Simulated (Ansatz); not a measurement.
CH5ClOSi2 can be A, `[SiH3]C1(Cl)O[SiH2]1`, or B, `Cl[SiH2][SiH]1CO1`.

Gas-phase electronic energies from Ansatz, PBE0-D4/def2-TZVP geometries. CCSD(T)/CBS is the MP2 limit (def2-TZVPP, def2-QZVPP) plus CCSD(T) − MP2 in def2-TZVPP, frozen cores. Functionals use def2-TZVPP. One conformer a species, not always the lowest.

(1) Which isomer does CCSD(T)/CBS put lower? Give the gap. (Best estimate.)

(2) Give E(B) − E(A) in kcal/mol with PBE0-D4, CCSD/def2-TZVPP, B2PLYP, CCSD(T)/def2-TZVPP, MP2/def2-TZVPP, HF/def2-TZVPP, r2SCAN-D4. (An estimate is asked.)

Largest T1 diagnostic: 0.015.

Answers

(1) The calculation gave: B, by 34.7 kcal/mol.

(2) Ansatz gave: PBE0-D4 -36.5, CCSD/def2-TZVPP -35.2, B2PLYP -34.8, CCSD(T)/def2-TZVPP -34.3, MP2/def2-TZVPP -33.7, HF/def2-TZVPP -37.6, r2SCAN-D4 -35.5. None reverses the order clearly.

From PBE to PBE0 (25 % exact exchange), in def2-TZVPP and without D4, E(B) − E(A) moves by −1.4 kcal/mol. In def2-TZVPP, CCSD(T) changes the Hartree–Fock value by +3.3 kcal/mol (the triples alone add +1.0 kcal/mol) and MP2 by +3.9 kcal/mol.
